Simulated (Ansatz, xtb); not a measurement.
**Isomers of CH4NTe+ in order of energy**

7 gas-phase structures of CH4NTe+, found in a search over its isomers (lower ones may exist). Each was relaxed with GFN2-xTB:

A. a singlet given by its coordinates
B. `C=N[TeH2+]`, a singlet
C. `C1N[TeH+]1`, a singlet
D. `C1[NH2+][Te]1`, a singlet
E. `C=[NH+][TeH]`, a singlet
F. `[NH2+]=C[TeH]`, a singlet
G. `C[NH+]=[Te]`, a singlet

A (Å):

```tsv
atom	x (Å)	y (Å)	z (Å)
C	-0.6847	-0.3052	0.7900
N	-1.2690	0.6003	1.3034
Te	-0.3480	-0.6271	-1.5976
H	-1.9124	-0.2673	-1.8775
H	-1.7501	1.4211	0.9630
H	0.0170	0.9510	-1.7744
H	-0.2078	-1.1355	1.2892
```

Close contacts (Å): C1–N2 1.19, C1–Te3 2.43, C1–H7 1.08, N2–H5 1.01, Te3–H4 1.63, Te3–H6 1.63.

Problem. Make a reasoned guess at their ranking by r2SCAN-D4/def2-SVP single-point energy.

Solution. Calculated order at r2SCAN-D4/def2-SVP: F (0.0), E (16.6), D (17.7), G (28.0), C (41.3), A (41.5), B (50.8) kcal/mol. Less than 1 kcal/mol parts C and A, so the order within that pair means little.

Energies above the lowest of each column, in kcal/mol; the last columns are at PBE0-D4/def2-TZVP geometries and were run for some of them only (a dash: not run or not comparable):

| structure | GFN2-xTB | HF/STO-3G | r2SCAN-D4/def2-SVP | PBE0-D4/def2-TZVP | CCSD(T)/def2-TZVP |
| --- | --- | --- | --- | --- | --- |
| F | 0.0 | 0.0 | 0.0 | 0.0 | 0.0 |
| E | 5.0 | 6.7 | 16.6 | 14.9 | 11.7 |
| D | 15.0 | 6.5 | 17.7 | 12.8 | 11.1 |
| G | 16.6 | 17.6 | 28.0 | – | – |
| C | 21.7 | 38.3 | 41.3 | – | – |
| A | 22.0 | 63.1 | 41.5 | – | – |
| B | 16.8 | 55.8 | 50.8 | – | – |

Every level run on F puts it lowest or level with the lowest. CCSD(T)/def2-TZVP orders those it was run on as F (0.0), D (11.1), E (11.7) kcal/mol. Less than 1 kcal/mol parts D and E, so the order within that pair means little. Flexible structures stand in one conformer each, not always the lowest. Frequencies (PBE0-D4/def2-TZVP) were run for D, E, F alone. Atoms past krypton carry core potentials in the def2 sets, without spin–orbit terms.

Over these structures GFN2-xTB departs from r2SCAN-D4/def2-SVP by 8.8 kcal/mol on average once a common shift is removed. A GFN2-xTB relaxation took about 0.24 s and the r2SCAN-D4/def2-SVP energy about 2.1 s on a shared host (Ansatz 0.2.0, xtb 6.7.1).
